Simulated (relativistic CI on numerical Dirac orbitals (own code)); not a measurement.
How well does a small relativistic CI reproduce Zn³⁺?

Method of calculation: Dirac-Coulomb-Breit CI, orbitals from a KLI potential per configuration, QED by a radiative potential, valence Slater integrals scaled by 0.85, P86 correlation estimate, and configurations built on the next ion tied to the tabulated ionisation energy (semi-empirical) (own radial code, finite nucleus).

CI space (outside the closed core [Ne] 3s2): 3p⁶3d⁹, 3p⁶3d⁸4s, 3p⁶3d⁸4p, 3p⁶3d⁸4d, 3p⁶3d⁸5s, 3p⁶3d⁸4f, 3p⁶3d⁷4s², 3p⁶3d⁸5p, 3p⁶3d⁸5d, 3p⁵3d¹⁰, 3p⁶3d⁷4s4p, 3p⁶3d⁸5f, 3p⁶3d⁸5g, 3p⁶3d⁷4p², 3p⁶3d⁷4s4d. Levels of other configurations are missing.

| Configuration | Term (tabulated) | J | Measured (cm⁻¹) | Computed | Error | Purity (%) |
| --- | --- | --- | --- | --- | --- | --- |
| 3p⁶3d⁹ | 2D | 5/2 | 0.0 | 0 | 0 | 100 |
| 3p⁶3d⁹ | 2D | 3/2 | 2759.1 | 2674 | -85 | 100 |
| 3p⁶3d⁸4s | 4F | 9/2 | 128729.8 | 134434 | 5704 | 100 |
| 3p⁶3d⁸4s | 4F | 7/2 | 130366.1 | 136020 | 5654 | 96 |
| 3p⁶3d⁸4s | 4F | 5/2 | 131804.5 | 137425 | 5621 | 98 |
| 3p⁶3d⁸4s | 4F | 3/2 | 132777.3 | 138381 | 5604 | 99 |
| 3p⁶3d⁸4s | 2F | 7/2 | 135951.2 | 141350 | 5399 | 96 |
| 3p⁶3d⁸4s | 2D | 3/2 | 149190.8 | 155309 | 6118 | 80 |
| 3p⁶3d⁸4s | 4P | 3/2 | 151249.5 | 157491 | 6241 | 85 |
| 3p⁶3d⁸4s | 4P | 1/2 | 151392.4 | 157677 | 6284 | 99 |
| 3p⁶3d⁸4s | 2P | 3/2 | 157074.8 | 162896 | 5822 | 95 |
| 3p⁶3d⁸4s | 2P | 1/2 | 157929.5 | 163731 | 5801 | 99 |
| 3p⁶3d⁸4s | 2S | 1/2 | 199369.0 | 205172 | 5803 | 99 |
| 3p⁶3d⁸4p | 4D° | 7/2 | 201319.0 | 206460 | 5141 | 95 |
| 3p⁶3d⁸4p | 4D° | 5/2 | 203684.6 | 208752 | 5068 | 94 |
| 3p⁶3d⁸4p | 4G° | 9/2 | 204447.0 | 209330 | 4883 | 60 |
| 3p⁶3d⁸4p | 4G° | 11/2 | 205261.0 | 209975 | 4714 | 100 |
| 3p⁶3d⁸4p | 4D° | 3/2 | 205453.0 | 210478 | 5025 | 97 |
| 3p⁶3d⁸4p | 4G° | 7/2 | 205991.0 | 210810 | 4819 | 77 |
| 3p⁶3d⁸4p | 4D° | 1/2 | 206513.0 | 211519 | 5006 | 99 |
| 3p⁶3d⁸4p | 4G° | 5/2 | 207175.3 | 211978 | 4803 | 91 |
| 3p⁶3d⁸4p | 4F° | 9/2 | 207737.0 | 212258 | 4521 | 80 |
| 3p⁶3d⁸4p | 4F° | 7/2 | 208921.3 | 213483 | 4561 | 68 |
| 3p⁶3d⁸4p | 2G° | 9/2 | 208970.0 | 213738 | 4768 | 64 |
| 3p⁶3d⁸4p | 4F° | 5/2 | 209899.0 | 214466 | 4567 | 80 |
| 3p⁶3d⁸4p | 4F° | 3/2 | 210187.1 | 214833 | 4646 | 86 |
| 3p⁶3d⁸4p | 2G° | 7/2 | 211189.6 | 215945 | 4755 | 68 |
| 3p⁶3d⁸4p | 2D° | 5/2 | 211569.7 | 216647 | 5078 | 79 |
| 3p⁶3d⁸4p | 2F° | 7/2 | 211823.7 | 216567 | 4743 | 61 |
| 3p⁶3d⁸4p | 2D° | 3/2 | 213479.8 | 218566 | 5087 | 87 |
| 3p⁶3d⁸4p | 2F° | 5/2 | 214167.3 | 218910 | 4743 | 76 |
| 3p⁶3d⁸4p | 4P° | 3/2 | 221426.2 | 226985 | 5558 | 72 |
| 3p⁶3d⁸4p | 4P° | 5/2 | 221737.4 | 227249 | 5512 | 66 |
| 3p⁶3d⁸4p | 4P° | 1/2 | 222120.0 | 227737 | 5617 | 88 |
| 3p⁶3d⁸4p | 2D° | 3/2 | 224997.6 | 230330 | 5332 | 61 |
| 3p⁶3d⁸4p | 2F° | 7/2 | 225032.5 | 229867 | 4835 | 88 |
| 3p⁶3d⁸4p | 2P° | 1/2 | 225414.0 | 230440 | 5026 | 87 |
| 3p⁶3d⁸4p | 2P° | 3/2 | 226684.9 | 231619 | 4934 | 63 |
| 3p⁶3d⁸4p | 4D° | 5/2 | 229162.8 | 234227 | 5064 | 77 |
| 3p⁶3d⁸4p | 4D° | 3/2 | 229230.9 | 234267 | 5036 | 91 |
| 3p⁶3d⁸4p | 4D° | 1/2 | 229252.8 | 234251 | 4998 | 97 |
| 3p⁶3d⁸4p | 4D° | 7/2 | 229877.9 | 234705 | 4827 | 86 |
| 3p⁶3d⁸4p | 2D° | 5/2 | 231693.0 | 236908 | 5215 | 80 |
| 3p⁶3d⁸4p | 2P° | 3/2 | 232245.7 | 237721 | 5475 | 62 |
| 3p⁶3d⁸4p | 2D° | 3/2 | 232938.1 | 238263 | 5325 | 60 |
| 3p⁶3d⁸4p | 2H° | 9/2 | 232981.0 | 236537 | 3556 | 99 |
| 3p⁶3d⁸4p | 2P° | 1/2 | 234493.9 | 239790 | 5296 | 88 |
| 3p⁶3d⁸4p | 2H° | 11/2 | 234623.0 | 238192 | 3569 | 100 |
| 3p⁶3d⁸4p | 2F° | 7/2 | 234802.2 | 238669 | 3867 | 95 |
| 3p⁶3d⁸4p | 2S° | 1/2 | 235975.5 | 241085 | 5109 | 89 |
| 3p⁶3d⁸4p | 2F° | 5/2 | 236109.3 | 239809 | 3700 | 98 |
| 3p⁶3d⁸4p | 4S° | 3/2 | 236175.1 | 240720 | 4545 | 97 |
| 3p⁶3d⁸4p | 2G° | 7/2 | 242320.0 | 245178 | 2858 | 98 |
| 3p⁶3d⁸4p | 2G° | 9/2 | 242640.0 | 245463 | 2823 | 98 |
| 3p⁶3d⁸4p | 2P° | 1/2 | 274746.3 | 279445 | 4699 | 99 |
| 3p⁶3d⁸4p | 2P° | 3/2 | 276884.6 | 281356 | 4472 | 99 |

Measured levels from Sugar and Musgrove, J. Phys. Chem. Ref. Data 24, 1803 (1995); pairs were made by configuration, J and term (by order where the table uses no LS term), so strongly mixed levels may be paired wrongly. Some J values or terms of the table were assigned by a fit.

Mean error by configuration (cm⁻¹): 3p⁶3d⁹ -85; 3p⁶3d⁸4s 5823; 3p⁶3d⁸4p 4748. Over the excited levels the mean absolute error is 4878 cm⁻¹ (55 of the 58 excited levels that our extract of the source holds in range could be paired, and the others can miss by more), and the median relative error of those above 1,000 cm⁻¹ is 2.3 %.
